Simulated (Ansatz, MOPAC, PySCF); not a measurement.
Pair of molecules: HCl (SMILES Cl) (first 2 atoms) with CH3F (SMILES CF); geometry from B3LYP-D3(BJ)/def2-TZVP, rigid monomers moved along the line of their centres of mass till H2···F4 is 2.71 Å.
(charge 0, multiplicity 1):
```
atom    x (Å)    y (Å)    z (Å)
----  -------  -------  -------
Cl     0.1652   0.0521  -0.1361
H      0.2154   0.5086   1.0704
C     -0.5728  -0.5457   4.2968
F     -0.0334   0.6344   3.7647
H      0.1436  -0.9551   5.0075
H     -1.5098  -0.2966   4.7927
H     -0.7447  -1.2437   3.4783
```

Counterpoise-corrected where a basis set is named; no monomer relaxation. Rows marked so take none.

Rows in 3-21G, 6-31G* carry no dispersion term and start afresh at each structure (6-31G* with six Cartesian d functions). The state that PM6 reach isn't checked.

Run with Ansatz (a quantum-chemistry and plane-wave program); MOPAC for PM6 (differences of heats of formation); PySCF for 3-21G rows, 6-31G* rows, the dispersion terms. Values without a source in brackets are computed.

### Question
One of these levels gives -37.2 meV for the interaction energy. Name it.
A. HF/6-31G* (no counterpoise)
B. B3LYP-D3(BJ)/def2-TZVPPD
C. HF/3-21G (no counterpoise)
D. PM6

### Answer
D, PM6. The others give -152.2 (HF/3-21G (no counterpoise)), -112.9 (HF/6-31G* (no counterpoise)), -93.9 (B3LYP-D3(BJ)/def2-TZVPPD)
